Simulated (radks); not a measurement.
Ionisation of the bromine ion Br23+, [Ne] 3s2, to [Ne] 3s1 as the strength of local exchange is varied. Method: scalar-relativistic Kohn-Sham, Slater X-alpha exchange (alpha = 2/3 is LDA exchange), no correlation, spin-polarised, spherical densities, point nucleus; computed with a radial shooting solver on a logarithmic mesh with Libxc functionals.

alpha	E(Br23+) (hartree)	exchange (hartree)	IE (eV)	-e of the level emptied (eV)	<r> of it (bohr)
0.604	-2259.85022	-50.05625	1063.1	1041.9 (3s)	0.4634
0.635	-2262.42438	-52.66491	1065.0	1044.1 (3s)	0.4629
0.667	-2265.08362	-55.36176	1066.9	1046.3 (3s)	0.4623
0.668	-2265.16675	-55.44610	1067.0	1046.4 (3s)	0.4623
0.688	-2266.82986	-57.13381	1068.2	1047.7 (3s)	0.4620
0.7	-2267.82812	-58.14721	1069.0	1048.6 (3s)	0.4618
0.748	-2271.82404	-62.20658	1071.9	1051.9 (3s)	0.4611
1.027	-2295.14236	-85.98513	1089.2	1071.3 (3s)	0.4567

NIST Atomic Spectra Database: 1071 eV (semi-empirical). The Delta-SCF value meets it near alpha = 0.73.
